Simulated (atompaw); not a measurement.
An all-electron radial function and its pseudo partner (He)

Columns: radius, all-electron u(r) and pseudo u(r) of the 1s shell (level -39.13 eV) of helium in the configuration 1s1; PBE, scalar-relativistic, PAW (atompaw) scheme, atompaw 4.2.0.5.

```
r (bohr)  all-electron  pseudo
   0.017        0.0911  0.0712
   0.035        0.1809  0.1460
   0.052        0.2597  0.2156
   0.069        0.3329  0.2836
   0.087        0.4047  0.3535
   0.104        0.4673  0.4170
   0.121        0.5253  0.4777
   0.138        0.5789  0.5354
   0.156        0.6310  0.5927
   0.173        0.6761  0.6432
   0.190        0.7174  0.6900
   0.208        0.7574  0.7355
   0.225        0.7917  0.7746
   0.242        0.8229  0.8099
   0.260        0.8526  0.8434
   0.277        0.8779  0.8715
   0.294        0.9005  0.8963
   0.312        0.9218  0.9193
   0.329        0.9395  0.9381
   0.346        0.9551  0.9543
   0.363        0.9685  0.9682
   0.381        0.9807  0.9806
   0.398        0.9904  0.9904
   0.415        0.9984  0.9984
   0.433        1.0051  1.0051
   0.450        1.0100  1.0100
```

**Question.** How many radial nodes do the two functions have?

**Answer.** The all-electron 1s function has n − l − 1 = 0; the pseudo-wave has 0.

**Question.** Is the pseudo-wave norm-conserving?

**Answer.** No, it belongs to a PAW set: the norm inside the radius is not constrained, and the difference is carried by the augmentation charge.
